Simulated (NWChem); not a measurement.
Program: NWChem. System: F5Te, charge 0, spin multiplicity 2, at a geometry optimised with UPBE0/def2-SVP with def2 effective core potentials on Te. The structure started from a generated list of species. Its SCF solution wasn't tested for a lower state. Level: UHF/def2-SVP with def2 effective core potentials on Te.

Job file:

```
start mol
memory heap 200 mb stack 900 mb global 1100 mb
geometry units angstroms nocenter noautoz
  F      1.926501     0.000000    -0.179808
  Te     0.000000     0.000000    -0.170005
  F      0.000000    -1.926495    -0.179998
  F      0.000000     1.926495    -0.179998
  F      0.000000     0.000000     1.701864
  F     -1.926501     0.000000    -0.179808
  symmetry group C2v
end
basis spherical
  * library def2-svp
end
ecp
  Te library def2-ecp
end
scf
  uhf
  nopen 1
  maxiter 100
  thresh 1e-7
  semidirect memsize 60000000 filesize 0
  # guess.movecs holds the orbitals of an unrestricted PBE0 run
  vectors input guess.movecs output mol.movecs
end
task scf energy
```

Part of the output:

```
             Northwest Computational Chemistry Package (NWChem) 7.3.0
             --------------------------------------------------------

                                NWChem Input Module
                                -------------------

 Scaling coordinates for geometry "geometry" by  1.889725989
 (inverse scale =  0.529177249)

 Turning off AUTOSYM since
 SYMMETRY directive was detected!

                             Geometry "geometry" -> ""
                             -------------------------

 Output coordinates in angstroms (scale by  1.889725989 to convert to a.u.)

  No.       Tag          Charge          X              Y              Z
 ---- ---------------- ---------- -------------- -------------- --------------
    1 F                    9.0000     1.92650100     0.00000000    -0.17980800
    2 Te                  52.0000     0.00000000     0.00000000    -0.17000500
    3 F                    9.0000     0.00000000    -1.92649500    -0.17999800
    4 F                    9.0000     0.00000000     1.92649500    -0.17999800
    5 F                    9.0000     0.00000000     0.00000000     1.70186400
    6 F                    9.0000    -1.92650100     0.00000000    -0.17980800

 Effective nuclear repulsion energy (a.u.)     795.3498877122

            Nuclear Dipole moment (a.u.)
            ----------------------------
        X                 Y               Z
 ---------------- ---------------- ----------------
     0.0000000000     0.0000000000     0.0000151178

      Symmetry information
      --------------------

 Group name             C2v
 Group number             16
 Group order               4
 No. of unique centers     4

      Symmetry unique atoms

     1    2    3    5


 Summary of "ao basis" -> "" (spherical)
 ------------------------------------------------------------------------------
       Tag                 Description            Shells   Functions and Types
 ---------------- ------------------------------  ------  ---------------------
 *                          def2-svp                  on all atoms

 Summary of "ao basis" -> "ao basis" (spherical)
 ------------------------------------------------------------------------------
       Tag                 Description            Shells   Functions and Types
 ---------------- ------------------------------  ------  ---------------------
 F                          def2-svp                 6       14   3s2p1d
 Te                         def2-svp                10       26   4s4p2d

                                 NWChem SCF Module
                                 -----------------

  ao basis        = "ao basis"
  functions       =    96
  atoms           =     6
  alpha electrons =    35
  beta  electrons =    34
  charge          =   0.00
  wavefunction    = UHF
  use symmetry    = T
  symmetry adapt  = T

 Summary of "ao basis" -> "ao basis" (spherical)
 ------------------------------------------------------------------------------
       Tag                 Description            Shells   Functions and Types
 ---------------- ------------------------------  ------  ---------------------
 F                          def2-svp                 6       14   3s2p1d
 Te                         def2-svp                10       26   4s4p2d

      Symmetry analysis of basis
      --------------------------

        a1         39
        a2         11
        b1         23
        b2         23

 Forming initial guess at       0.0s

   Symmetry analysis of molecular orbitals - initial alpha
   -------------------------------------------------------

  Numbering of irreducible representations:

     1 a1          2 a2          3 b1          4 b2

  Orbital symmetries:

     1 a1          2 a1          3 b1          4 b2          5 a1
     6 a1          7 a1          8 b2          9 b1         10 a1
    11 a1         12 b2         13 b1         14 a2         15 a1
    16 b1         17 b2         18 a1         19 a1         20 a1
    21 b1         22 b2         23 a1         24 a1         25 b1
    26 b2         27 a2         28 a1         29 b2         30 b1
    31 a1         32 b2         33 b1         34 a2         35 a1
    36 a1         37 b1         38 b2         39 a1         40 a1
    41 b1         42 b2         43 b2         44 b1         45 a2

   Symmetry analysis of molecular orbitals - initial beta
   ------------------------------------------------------

  Numbering of irreducible representations:

     1 a1          2 a2          3 b1          4 b2

  Orbital symmetries:

     1 a1          2 a1          3 b1          4 b2          5 a1
     6 a1          7 b2          8 b1          9 a1         10 a1
    11 a1         12 a2         13 b2         14 b1         15 a1
    16 a1         17 b1         18 b2         19 a1         20 a1
    21 b1         22 b2         23 a1         24 a2         25 b1
    26 b2         27 a1         28 a1         29 b2         30 b1
    31 b2         32 b1         33 a1         34 a2         35 a1
    36 a1         37 b1         38 b2         39 a1         40 b1
    41 b2         42 a1         43 b2         44 b1         45 a2

 Starting SCF solution at       0.0s

 ----------------------------------------------
         Quadratically convergent UHF

 Convergence threshold     :          1.000E-07
 Maximum no. of iterations :          100
 Integral*density screening:          1.000E-09
 ----------------------------------------------

              iter       energy          gnorm     gmax       time
             ----- ------------------- --------- --------- --------
                 1     -763.6066996931  5.92D-01  1.25D-01      0.4
[...]
     5      0.340991  1 F  py                44      0.340935  3 F  px
    58     -0.340935  4 F  px                87     -0.340991  6 F  py
     8     -0.242224  1 F  py                47     -0.242183  3 F  px
    61      0.242183  4 F  px                90      0.242224  6 F  py

 Vector   35  Occ=1.000000D+00  E=-5.170035D-01  Symmetry=a1
              MO Center= -2.1D-15, -1.4D-15, -5.9D-01, r^2= 2.7D+00
   Bfn.  Coefficient  Atom+Function         Bfn.  Coefficient  Atom+Function
  ----- ------------  ---------------      ----- ------------  ---------------
    17      0.574471  2 Te s                 27     -0.383314  2 Te pz
    18      0.322283  2 Te s                  4     -0.241342  1 F  px
    45      0.241355  3 F  py                59     -0.241355  4 F  py
    86      0.241342  6 F  px                16     -0.228228  2 Te s
    15     -0.210055  2 Te s                  7      0.187513  1 F  px

 Vector   36  Occ=0.000000D+00  E= 4.930300D-02  Symmetry=a1
              MO Center=  6.9D-17, -9.3D-18,  1.4D-01, r^2= 2.7D+00
   Bfn.  Coefficient  Atom+Function         Bfn.  Coefficient  Atom+Function
  ----- ------------  ---------------      ----- ------------  ---------------
    17      0.866538  2 Te s                 30      0.640223  2 Te pz
    27      0.460259  2 Te pz                71     -0.335209  5 F  s
    77      0.321774  5 F  pz                74     -0.312281  5 F  pz
    16     -0.269974  2 Te s                 15     -0.235207  2 Te s
    24     -0.169179  2 Te pz

 Vector   37  Occ=0.000000D+00  E= 1.248637D-01  Symmetry=b1
              MO Center=  2.8D-15, -2.6D-16, -3.0D-01, r^2= 2.9D+00
   Bfn.  Coefficient  Atom+Function         Bfn.  Coefficient  Atom+Function
  ----- ------------  ---------------      ----- ------------  ---------------
    28      0.926971  2 Te px                25      0.669533  2 Te px
     3     -0.429357  1 F  s                 85      0.429357  6 F  s
     7      0.281026  1 F  px                89      0.281026  6 F  px
    22     -0.239824  2 Te px                 4     -0.216488  1 F  px
    86     -0.216488  6 F  px                19     -0.185709  2 Te px

 Vector   38  Occ=0.000000D+00  E= 1.248712D-01  Symmetry=b2
              MO Center=  4.9D-16, -2.1D-15, -3.0D-01, r^2= 2.9D+00
   Bfn.  Coefficient  Atom+Function         Bfn.  Coefficient  Atom+Function
  ----- ------------  ---------------      ----- ------------  ---------------
    29      0.926978  2 Te py                26      0.669555  2 Te py
    43      0.429364  3 F  s                 57     -0.429364  4 F  s
    48      0.281030  3 F  py                62      0.281030  4 F  py
    23     -0.239830  2 Te py                45     -0.216491  3 F  py
    59     -0.216491  4 F  py                20     -0.185713  2 Te py

                     UHF Final Beta Molecular Orbital Analysis
                     -----------------------------------------

 Vector   32  Occ=1.000000D+00  E=-6.597647D-01  Symmetry=b1
              MO Center= -5.5D-14, -1.3D-13, -1.5D-01, r^2= 4.1D+00
   Bfn.  Coefficient  Atom+Function         Bfn.  Coefficient  Atom+Function
  ----- ------------  ---------------      ----- ------------  ---------------
    44      0.341042  3 F  px                58      0.341042  4 F  px
     4      0.257835  1 F  px                86      0.257835  6 F  px
    47     -0.246047  3 F  px                61     -0.246047  4 F  px
    25      0.218133  2 Te px                 7     -0.212805  1 F  px
    89     -0.212805  6 F  px

 Vector   33  Occ=1.000000D+00  E=-6.597606D-01  Symmetry=b2
              MO Center=  2.8D-14,  5.2D-14, -1.5D-01, r^2= 4.1D+00
   Bfn.  Coefficient  Atom+Function         Bfn.  Coefficient  Atom+Function
  ----- ------------  ---------------      ----- ------------  ---------------
     5      0.341054  1 F  py                87      0.341054  6 F  py
    45      0.257842  3 F  py                59      0.257842  4 F  py
     8     -0.246056  1 F  py                90     -0.246056  6 F  py
    26      0.218134  2 Te py                48     -0.212810  3 F  py
    62     -0.212810  4 F  py

 Vector   34  Occ=1.000000D+00  E=-6.007760D-01  Symmetry=a1
              MO Center= -2.3D-15,  7.2D-15, -1.7D-01, r^2= 4.1D+00
   Bfn.  Coefficient  Atom+Function         Bfn.  Coefficient  Atom+Function
  ----- ------------  ---------------      ----- ------------  ---------------
     4      0.302626  1 F  px                45      0.302610  3 F  py
    59     -0.302610  4 F  py                86     -0.302626  6 F  px
    40      0.215461  2 Te d  2               7     -0.208053  1 F  px
    48     -0.208044  3 F  py                62      0.208044  4 F  py
    89      0.208053  6 F  px                35     -0.175107  2 Te d  2

 Vector   35  Occ=0.000000D+00  E=-1.054698D-01  Symmetry=a1
              MO Center= -2.9D-15,  3.8D-15, -5.8D-01, r^2= 2.8D+00
   Bfn.  Coefficient  Atom+Function         Bfn.  Coefficient  Atom+Function
  ----- ------------  ---------------      ----- ------------  ---------------
    17      0.588636  2 Te s                 18      0.482456  2 Te s
    16     -0.256025  2 Te s                 27     -0.241120  2 Te pz
    15     -0.238335  2 Te s                  4     -0.231066  1 F  px
    45      0.231096  3 F  py                59     -0.231096  4 F  py
    86      0.231066  6 F  px                 7      0.223660  1 F  px

 Vector   36  Occ=0.000000D+00  E= 7.171352D-02  Symmetry=a1
              MO Center=  5.5D-16, -7.2D-16,  2.0D-02, r^2= 2.9D+00
   Bfn.  Coefficient  Atom+Function         Bfn.  Coefficient  Atom+Function
  ----- ------------  ---------------      ----- ------------  ---------------
    17      0.775777  2 Te s                 30      0.716994  2 Te pz
    27      0.484330  2 Te pz                71     -0.378233  5 F  s
    77      0.321343  5 F  pz                74     -0.289319  5 F  pz
    16     -0.232622  2 Te s                 15     -0.198680  2 Te s
    24     -0.182867  2 Te pz

 Vector   37  Occ=0.000000D+00  E= 1.735106D-01  Symmetry=b1
              MO Center=  6.5D-15, -1.7D-14, -2.2D-01, r^2= 3.3D+00
   Bfn.  Coefficient  Atom+Function         Bfn.  Coefficient  Atom+Function
  ----- ------------  ---------------      ----- ------------  ---------------
    28      1.042052  2 Te px                25      0.562797  2 Te px
     3     -0.464015  1 F  s                 85      0.464015  6 F  s
     7      0.324026  1 F  px                89      0.324026  6 F  px
     4     -0.230662  1 F  px                86     -0.230662  6 F  px
    22     -0.213051  2 Te px                19     -0.164165  2 Te px

 center of mass
 --------------
 x =   0.00000000 y =   0.00000000 z =  -0.02876679

 moments of inertia (a.u.)
 ------------------
         722.099457856697           0.000000000000           0.000000000000
           0.000000000000         722.102594712123           0.000000000000
           0.000000000000           0.000000000000        1007.190950647468

  Mulliken analysis of the total density
  --------------------------------------

    Atom       Charge   Shell Charges
 -----------   ------   -------------------------------------------------------
    1 F    9     9.46   1.99  1.13  0.85  3.29  2.21  0.00
    2 Te  24    21.68   1.77  0.27  1.23  0.13  2.93  3.10  1.34  0.25  9.91  0.75
    3 F    9     9.46   1.99  1.13  0.85  3.29  2.21  0.00
    4 F    9     9.46   1.99  1.13  0.85  3.29  2.21  0.00
    5 F    9     9.46   1.99  1.13  0.85  3.29  2.19  0.01
    6 F    9     9.46   1.99  1.13  0.85  3.29  2.21  0.00

  Mulliken analysis of the alpha density
  --------------------------------------

    Atom       Charge   Shell Charges
 -----------   ------   -------------------------------------------------------
    1 F    9     4.81   1.00  0.57  0.42  1.72  1.11  0.00
    2 Te  24    11.03   0.88  0.14  0.70  0.11  1.46  1.55  0.70  0.15  4.95  0.39
    3 F    9     4.81   1.00  0.57  0.42  1.72  1.11  0.00
    4 F    9     4.81   1.00  0.57  0.42  1.72  1.11  0.00
    5 F    9     4.72   1.00  0.56  0.43  1.63  1.10  0.00
    6 F    9     4.81   1.00  0.57  0.42  1.72  1.11  0.00

   Mulliken analysis of the beta density
   -------------------------------------

    Atom       Charge   Shell Charges
 -----------   ------   -------------------------------------------------------
    1 F    9     4.65   1.00  0.56  0.43  1.57  1.10  0.00
    2 Te  24    10.65   0.88  0.13  0.53  0.02  1.47  1.55  0.64  0.11  4.96  0.37
    3 F    9     4.65   1.00  0.56  0.43  1.57  1.10  0.00
    4 F    9     4.65   1.00  0.56  0.43  1.57  1.10  0.00
    5 F    9     4.74   1.00  0.56  0.43  1.66  1.09  0.00
    6 F    9     4.65   1.00  0.56  0.43  1.57  1.10  0.00

   Mulliken analysis of the spin density
   -------------------------------------

    Atom       Charge   Shell Charges
 -----------   ------   -------------------------------------------------------
    1 F    9     0.16  -0.00  0.01 -0.01  0.15  0.01 -0.00
    2 Te  24     0.39  -0.00  0.01  0.17  0.09 -0.00  0.00  0.06  0.04 -0.00  0.02
    3 F    9     0.16  -0.00  0.01 -0.01  0.15  0.01 -0.00
    4 F    9     0.16  -0.00  0.01 -0.01  0.15  0.01 -0.00
    5 F    9    -0.03   0.00 -0.00  0.00 -0.03  0.00  0.00
    6 F    9     0.16  -0.00  0.01 -0.01  0.15  0.01 -0.00

       Multipole analysis of the density wrt the origin
       ------------------------------------------------

     L   x y z        total         alpha         beta         nuclear
     -   - - -        -----         -----         ----         -------
     0   0 0 0      0.000000    -35.000000    -34.000000     69.000000

     1   1 0 0     -0.000000     -0.000000     -0.000000      0.000000
     1   0 1 0      0.000000      0.000000     -0.000000      0.000000
     1   0 0 1     -0.908957     -4.276162     -5.628171      8.995375

     2   2 0 0    -42.607437   -142.963812   -138.209683    238.566058
     2   1 1 0     -0.000000     -0.000000     -0.000000      0.000000
     2   1 0 1      0.000000      0.000000     -0.000000      0.000000
     2   0 2 0    -42.606915   -142.963247   -138.208240    238.564572
     2   0 1 1     -0.000000     -0.000000     -0.000000      0.000000
     2   0 0 2    -36.374205    -69.219309    -66.879917     99.725021

 Task  times  cpu:        1.0s     wall:        1.0s

 Total times  cpu:        1.0s     wall:        1.0s
```
